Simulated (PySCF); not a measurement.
Bond curve of SiSn⁺

Set-up: basis Si x2c-SVPall, Sn x2c-SVPall; spin-free X2C with a Gaussian nucleus; PySCF 2.14. Energies in eV from Si + Sn⁺ in their ground configurations at the same level. State: ⁴Σ⁻ (quartet), unpaired electrons σ ↑, π ↑↑.

All columns are PBE0. A positive dipole points towards Sn; it is taken about the centre of mass and depends on that origin.

| R (Å) | E (eV) | μ (D) | Mulliken charge on Si (basis-dependent) | HOMO (eV) | LUMO (eV) | Mayer bond order | ⟨S²⟩ |
| --- | --- | --- | --- | --- | --- | --- | --- |
| 2.193 | -1.906 | -1.83 | 0.41 | -12.57 | -9.59 | 1.83 | 3.75 |
| 2.295 | -2.370 | -1.85 | 0.40 | -12.57 | -9.37 | 1.79 | 3.75 |
| 2.397 | -2.620 | -1.87 | 0.39 | -12.29 | -9.35 | 1.76 | 3.75 |
| 2.474 | -2.704 | -1.88 | 0.39 | -12.10 | -9.34 | 1.73 | 3.75 |
| 2.550 | -2.725 | -1.89 | 0.38 | -11.92 | -9.31 | 1.71 | 3.75 |
| 2.627 | -2.697 | -1.91 | 0.37 | -11.76 | -9.28 | 1.69 | 3.75 |
| 2.728 | -2.607 | -1.94 | 0.37 | -11.56 | -9.22 | 1.66 | 3.75 |
| 2.856 | -2.440 | -2.00 | 0.36 | -11.33 | -9.15 | 1.63 | 3.75 |
| 3.009 | -2.199 | -2.10 | 0.36 | -11.10 | -9.03 | 1.60 | 3.75 |
| 3.213 | -1.859 | -2.28 | 0.36 | -10.82 | -8.87 | 1.56 | 3.75 |

A fit through these points gives, at Re = 2.541 Å, μ = -1.89 D and dμ/dR = -0.186 D/Å; the reduced mass is 22.68 u.

Problem. How strong is the fundamental in the double-harmonic approximation, I = 42.26·(dμ/dR)²/μred km/mol?

Solution. I = 42.26·(-0.186)²/22.68 = 0.0645 km/mol at PBE0.

Spin–orbit coupling is left out, which matters for elements this heavy, above all for dissociation energies. For an ion De counts to the pair picked by the measured ionisation energies or electron affinities, which need not be the lowest pair at this level. The state was picked by a PBE0 search and need not be the measured ground state.
